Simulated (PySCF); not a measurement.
C4H9N2PPb.
Atom-mapped SMILES: `[CH3:1][CH2:2][c:3]1[p:4][cH:5][n:6][n:7]1[PbH3:8]` (hydrogens: H9, H10, H11 on C1; H12, H13 on C2; H14 on C5; H15, H16, H17 on Pb8)

Computed by this run: PBE0-D3(BJ)/def2-SVP geometry optimisation, gas phase, def2 core potentials past Kr (PySCF 2.14.0); density fitting, grid level 1; the optimiser is geomeTRIC in internal coordinates, started from a GFN2-xTB structure with every atom displaced at random (about 0.01 Å).

Step 0: E = -21789.5327 eV
```
atom  x, y, z in Å  |  force x, y, z in eV/Å
C1     -1.0996   -1.6834   -0.5210   -1.286   1.490   0.664
C2     -0.6440   -0.7565    0.6077   -0.118   0.041  -0.374
C3     -0.5829    0.6631    0.1458    1.352  -0.615   0.236
P4     -1.8415    1.8030    0.0023   -1.808  -0.034   0.294
C5     -0.6737    2.9013   -0.6420   -0.031   0.288   0.028
N6      0.5422    2.4396   -0.7042    1.305   0.114  -0.332
N7      0.6033    1.1850   -0.2658   -0.683   0.085   0.002
Pb8     2.6334    0.3571   -0.3555    0.004  -0.258  -0.019
H9     -1.1844   -2.6852   -0.1699   -0.006  -1.298   0.248
H10    -2.1074   -1.3388   -0.8475    0.382  -0.268  -0.002
H11    -0.4467   -1.6095   -1.3622    0.756  -0.093  -0.932
H12     0.3531   -1.0779    0.9623   -0.128   0.057   0.224
H13    -1.3650   -0.8126    1.4375    0.199  -0.156   0.124
H14    -0.8697    3.9185   -0.9528    0.032   0.392  -0.169
H15     2.5197   -1.1574   -1.2374   -0.083   0.020   0.008
H16     3.4658    1.6181   -1.1667    0.147   0.267  -0.201
H17     3.1449    0.1174    1.2916   -0.036  -0.031   0.202
```

Step 1: E = -21789.6847 eV
```
atom  x, y, z in Å  |  force x, y, z in eV/Å
C1     -1.0436   -1.6948   -0.5132    0.145  -0.223  -0.098
C2     -0.6533   -0.7326    0.6033    0.074  -0.032   0.074
C3     -0.5757    0.6929    0.1591   -0.182   0.124  -0.078
P4     -1.8807    1.8471    0.0296   -0.102  -0.048   0.073
C5     -0.6757    2.9599   -0.6112    0.021   0.053  -0.004
N6      0.5516    2.4879   -0.7025   -0.002   0.048  -0.065
N7      0.5794    1.2244   -0.2800    0.311  -0.161   0.053
Pb8     2.6015    0.3259   -0.3839   -0.014   0.056   0.011
H9     -1.0962   -2.7373   -0.1458    0.060   0.176  -0.069
H10    -2.0270   -1.4336   -0.9214   -0.125   0.059  -0.029
H11    -0.3259   -1.6542   -1.3538   -0.074  -0.040   0.152
H12     0.3190   -1.0315    1.0408   -0.059  -0.008  -0.004
H13    -1.3860   -0.8107    1.4225    0.046   0.013  -0.011
H14    -0.8515    3.9926   -0.9249    0.015  -0.017   0.005
H15     2.3540   -1.1833   -1.2625    0.029   0.100   0.047
H16     3.4969    1.5708   -1.2351   -0.101  -0.139   0.098
H17     3.0607    0.0584    1.3013   -0.042   0.039  -0.154
```

Task: Estimate the geometry and energy of step 2. (The exact step hangs on the optimiser's Hessian estimate; all steps are aligned on step 1, rigid shifts and turns removed.)

Result: E = -21789.6917 eV, largest force 0.087 eV/Å
```
atom  x, y, z in Å  |  force x, y, z in eV/Å
C1     -1.0400   -1.6948   -0.5178   -0.030  -0.019  -0.036
C2     -0.6493   -0.7320    0.6003    0.007  -0.001   0.018
C3     -0.5777    0.6957    0.1569   -0.054   0.010   0.012
P4     -1.8809    1.8543    0.0456    0.027  -0.061   0.017
C5     -0.6720    2.9587   -0.6082    0.053   0.041  -0.024
N6      0.5526    2.4815   -0.7133   -0.021   0.084   0.012
N7      0.5831    1.2196   -0.2828   -0.051  -0.043  -0.019
Pb8     2.5908    0.3242   -0.3809   -0.002  -0.030  -0.006
H9     -1.0837   -2.7329   -0.1524    0.013   0.018  -0.007
H10    -2.0288   -1.4325   -0.9240    0.018   0.002   0.012
H11    -0.3226   -1.6544   -1.3527    0.000  -0.006   0.021
H12     0.3225   -1.0316    1.0342   -0.005  -0.001   0.006
H13    -1.3759   -0.8105    1.4233    0.000  -0.010   0.004
H14    -0.8433    3.9915   -0.9219    0.001   0.002  -0.005
H15     2.3528   -1.1795   -1.2463    0.000  -0.034  -0.026
H16     3.4760    1.5509   -1.2277    0.034   0.050  -0.035
H17     3.0441    0.0737    1.2900    0.009   0.000   0.056
```

The energy changes by -0.0070 eV. The first-order estimate −F·Δx gives -0.0175 eV and the mean of the old and new forces, exact on a quadratic surface, -0.0069 eV. The step makes an angle of 63° with the force vector and moves no atom by more than 0.030 Å.

What follows is the cost of the whole optimisation. The run took 2.7 min on one thread, Intel Xeon Platinum 8259CL at 2.50 GHz (x86_64), no GPU, shared host with 96 logical CPUs at a one-minute load of 76, and the process peaked at 0.78 GiB of memory.
